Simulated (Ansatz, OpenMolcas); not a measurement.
## How methods differ on SiH3O4 (SMILES [O][Si](O)(O)O)

The species is SiH3O4 (8 atoms), meant as a doublet with charge 0. As SMILES, `[O][Si](O)(O)O`. Geometry: relaxed at PBE0-D4/def2-TZVP. This is one conformer, not always the lowest.

Each level gives the vertical ionisation energy (to the singlet cation) (eV). The values are calculated.

```
                                  level                    kind     program  value (eV)
    USVWN5/6-31G* (spherical functions)                     LDA      Ansatz       11.35
 U-r2SCAN0/6-31G* (spherical functions)         hybrid meta-GGA      Ansatz       13.09
    UBHLYP/6-31G* (spherical functions)           global hybrid  OpenMolcas       13.51
    UB3LYP/6-31G* (Cartesian functions)           global hybrid  OpenMolcas       12.30
   U-wB97X/6-31G* (spherical functions)  range-separated hybrid      Ansatz       13.07
UCAM-B3LYP/6-31G* (spherical functions)  range-separated hybrid      Ansatz       12.90
   UB2PLYP/6-31G* (spherical functions)           double hybrid      Ansatz       12.29
  RPA@PBE0/6-31G* (spherical functions)                     RPA      Ansatz       12.04
```

The values span 11.35 to 13.51 eV. UBHLYP/6-31G* (spherical functions), UB3LYP/6-31G* (Cartesian functions) lie far from functionals of the same kind, perhaps in another electronic state.
